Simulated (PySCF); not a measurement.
Molecule: C7H10SSi, SMILES SC[SiH2]c1ccccc1, singlet. Atoms near the plane z = 0.8 Å, at the GFN2-xTB optimised geometry (x, y, z in Å): S1 (0.8, -3.3, 0.3), Si3 (-1.5, -1.3, 0.0), C4 (-0.5, 0.3, 0.0), C5 (-1.1, 1.5, 0.0), C6 (-0.4, 2.7, 0.0), C7 (1.0, 2.7, 0.0), C8 (1.6, 1.5, 0.0), C9 (0.9, 0.3, 0.0), H10 (0.1, -3.5, 1.4), H14 (-1.9, -1.7, 1.4), H15 (-2.2, 1.5, 0.0), H16 (-1.0, 3.6, 0.0), H17 (1.5, 3.6, 0.0), H18 (2.7, 1.4, 0.0), H19 (1.4, -0.7, 0.0).

Calculation: CAM-B3LYP/def2-SVP (PySCF 2.14.0). The values are rescaled to run from 0 to 1.

```
|                               |
|                               |
|                               |
|           .:::...:::.         |
|          :-===---==-:.        |
|         .-=+++==+++=-.        |
|         .-+****+***+=:        |
|         :-+*#######+=:.       |
|        :-=+*#%%%%##+=-:       |
|       :-=+*#%%##%%#*+=-:      |
|      .-=+*##%##*#%##*+=-.     |
|      .-+*##%%#*+##%##*+-:     |
|      .-=**#%%#**##%##*+-.     |
|      .:=++*#%####%##*+=-.     |
|       :-==*#%%%%%%#*==-.      |
|      .:-=+*##%#####+=:.       |
|      :-=+**####*##*+=:        |
|     .:-+*####*++***+-.        |
|     .:=+#%%##*+=+++=-.        |
|     .:=*#%%%*++++++=:.        |
|     .:=+#%%#*++****+-:        |
|      .-=**#****#%%#*=:        |
|      .:-=++++*#%@@%*+-.       |
|       .::-==+#%@@@%#+-.       |
|         .::-+#%@@@%*+-.       |
|          .:-=*#%%%#*=:        |
|            :-+*###*+-:        |
|            .:-+++++=:         |
|              :-===-:.         |
|               ..::.           |
|                               |
```
Scale: ten equal steps from 0.000 (start of ' ') to 1.00 (end of '@'), in the order ' .:-=+*#%@'; x runs from -6.00 to 6.00, y from -6.00 (bottom) to 6.00 (top).

Task: Which quantity is mapped?
(A) electron localisation function
(B) log10 of the electron density
(C) Laplacian of the electron density
(D) an orbital amplitude

Result: B, log10 of the electron density. In full: log10 of the electron density (e/bohr³), floored at −4.
